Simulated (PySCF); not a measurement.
# One molecule, several mistakes: B2GeH3O cation

These are calculations, not measurements. They come from PySCF 2.14.0, an open-source quantum chemistry program, on an isolated molecule that a program drew, which may never have been made. The molecule is B2GeH3O cation (charge +1, singlet), drawn as the SMILES string `O=B[BH][GeH2+]`.

Each row is a Hartree-Fock (HF) and frozen-core CCSD(T) single point in the cc-pVDZ basis, meant for a local HF minimum. Run 1 is clean. Each other run has one planted mistake out of seven kinds, and not every kind appears here: one electron removed, one electron added, multiplicity raised by two, geometry at a saddle point, minimal basis STO-3G, one bond length entered in bohr, all coordinates scaled. The reference is restricted for singlets and unrestricted otherwise, and also for a bond in bohr. Adding or removing an electron swaps singlet and doublet. Electrons count all cores. HOMO and LUMO are orbital energies over both spins, the gradient is its largest component, and the lowest frequency (negative if imaginary) is given only where the gradient is small. Bond lengths are over the 6 bonds as drawn. T1 is the CCSD diagnostic: over 0.02 (restricted) or 0.045 (unrestricted) a single reference is doubtful. Germanium has the cc-pVDZ-PP basis, with a core potential (ECP10MDF) in place of its 10 inner electrons, and its 3s, 3p and 3d shells are frozen in CCSD(T).

Geometry of the clean run:
```xyz
7
B2GeH3O cation, angstrom
O    -0.4483    2.7410   -0.6377
B    -0.8554    1.6393   -0.7337
B    -1.4113    0.0446   -0.7249
Ge   -1.3902   -1.0405    1.0537
H    -1.8287   -0.5366   -1.6743
H    -0.2035   -1.8865    1.4708
H    -2.5704   -1.0572    2.0051
```

| run | electrons | basis functions | <S^2> | HOMO (eV) | LUMO (eV) | gradient (hartree/bohr) | lowest frequency (cm^-1) | mean bond (Å) | longest bond (Å) | T1 | HF (hartree) | CCSD(T) (hartree) | mistake |
|---|---|---|---|---|---|---|---|---|---|---|---|---|---|
| 1 | 52 | 80 | 0.000 | -17.82 | -6.27 | 2.5e-05 | 95 | 1.5286 | 2.084 | 0.0216 | -419.08446 | -419.53840 | no fault |
| 2 | 51 | 80 | 0.756 | -23.32 | -13.41 | 1.7e-01 | - | 1.5286 | 2.084 | 0.0371 | -418.52677 | -418.91463 | one electron removed |
| 3 | 52 | 80 | 0.000 | -18.50 | -6.18 | 2.5e-01 | - | 1.4079 | 1.919 | 0.0186 | -419.03025 | -419.47039 | all coordinates scaled |
| 4 | 53 | 80 | 0.767 | -7.69 | -0.18 | 1.7e-02 | - | 1.5286 | 2.084 | 0.0195 | -419.34024 | -419.80536 | one electron added |
| 5 | 52 | 80 | 0.000 | -17.75 | -7.17 | 3.5e-05 | -203 | 1.5387 | 2.145 | 0.0212 | -419.07684 | -419.52955 | ? |

**Which mistake was planted in run 5, and what did it cost?**

The gradient is small, so the point is stationary, but the lowest frequency is imaginary (-203 cm^-1). So the mistake is: geometry at a saddle point. Subtracting run 1 and multiplying by 627.51 kcal/mol a hartree, the energy moved by 4.8 kcal/mol in HF and 5.6 kcal/mol in CCSD(T).

Cautions from the logs. Run 1: T1 is over the limit, so its CCSD(T) energy is less reliable; run 5: T1 is over the limit, so its CCSD(T) energy is less reliable.
